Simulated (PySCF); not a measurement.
Ti(F)3(OH) (F₃HOTi), SMILES [F][Ti]([F])([F])[OH], multiplicity 1.

Geometry optimised at PBE0-D3(BJ)/def2-SVP. The geometry has at least one imaginary mode, so it is a saddle point at that level. The spin state was assumed, not searched. The structure was generated by enumeration; whether it is a known compound was not checked. Other conformers were not sampled.

Calculation: PBE0/def2-TZVP (PySCF).

Isolated molecule, no solvent.

Computed frontier levels, gap, dipole moment and polarisability:
The highest occupied level comes out as -10.66 eV. The lowest empty level comes out as -2.22 eV. The orbital gap is 8.43 eV and the dipole moment is 2.89 D. The quadrupole, principal values (traceless, Buckingham form, about the centre of nuclear charge) comes out as -5.47, -5.47, 10.95 D·Å. The mean static polarisability comes out as 33.5 bohr³ (4.97 Å³) and the polarisability, principal values is 31.1, 31.1, 38.3 bohr³.
